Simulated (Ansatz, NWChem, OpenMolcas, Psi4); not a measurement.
# How basis sets differ on InF (SMILES [F][In])

The species is InF (2 atoms), meant as a singlet with charge 0. As SMILES, `[F][In]`. Geometry: relaxed at PBE0-D4/def2-TZVP.

```xyz
2

F     0.0000    0.0000    0.0159
In    0.0000    0.0000    2.0096
```

Each level gives the HOMO–LUMO gap (eV). The values are calculated.

```csv
level,kind,program,value (eV),CPU time
HF/STO-3G,Hartree–Fock,Psi4,10.90,3.4 s
HF/3-21G,Hartree–Fock,NWChem,9.64,3.9 s
HF/def2-SV(P) (core potential),Hartree–Fock,Ansatz,10.27,0.31 s
HF/def2-SVP (core potential),Hartree–Fock,NWChem,10.27,5.2 s
HF/def2-TZVP (core potential),Hartree–Fock,Ansatz,10.10,0.4 s
HF/def2-TZVPP (core potential),Hartree–Fock,OpenMolcas,10.10,5.6 s
HF/def2-QZVP (core potential),Hartree–Fock,Ansatz,10.01,1.1 s
```

All-electron rows without a relativistic Hamiltonian named are non-relativistic, while core potentials hold scalar relativity, so basis and relativity change together. The values span 9.64 to 10.90 eV. A Hartree–Fock LUMO above zero doesn't converge with the basis: it sinks as sets grow more diffuse. Orbital gaps aren't excitation energies. CPU times are rough (shared hosts, several kinds of processor and program).
